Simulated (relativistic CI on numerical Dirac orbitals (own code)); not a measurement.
**Radial parameters of Tb11+**

Computed by Dirac-Coulomb-Breit CI, separate exchange-only KLI orbitals for each configuration, model QED, unscaled Slater integrals (own radial code, finite nucleus).

Slater integrals F^k, G^k are unscaled and averaged over j, outside the closed core [Kr] 4d10; ζ comes from projecting the Hamiltonian with its Breit term on Σ l·s of the shell.

- 4f6.5s2: F^2(4f,4f) = 143490, F^4(4f,4f) = 91351, F^6(4f,4f) = 66110, ζ(4f) = 1990 cm⁻¹; <r>(4f) = 0.6917, <r^2>(4f) = 0.5729 (bohr units).
- 4f5.5s2.5p: F^2(4f,4f) = 147310, F^4(4f,4f) = 93959, F^6(4f,4f) = 68053, ζ(4f) = 2120.8, F^2(4f,5p) = 66982, G^2(4f,5p) = 27385, G^4(4f,5p) = 23325, ζ(5p) = 41582 cm⁻¹; <r>(4f) = 0.6768, <r^2>(4f) = 0.5467, <r>(5p) = 1.242, <r^2>(5p) = 1.722 (bohr units).
- 4f7.5s: F^2(4f,4f) = 140290, F^4(4f,4f) = 89173, F^6(4f,4f) = 64493, ζ(4f) = 1890, G^3(4f,5s) = 33240 cm⁻¹; <r>(4f) = 0.7048, <r^2>(4f) = 0.5961, <r>(5s) = 1.158, <r^2>(5s) = 1.492 (bohr units).

Averages of the first 5 configurations, taken without configuration mixing, which lowers the lowest level and can move excited configurations by several eV; other configurations of the list can lie among them:

```
Configuration  Parity  States  Average energy above the lowest level (eV)
      4f6.5s2    even    3003                                        12.4
   4f5.5s2.5p    even   12012                                        20.7
       4f7.5s     odd    6864                                        34.5
   4f5.5s2.6s     odd    4004                                        94.5
   4f5.5s2.7s     odd    4004                                       138.9
```
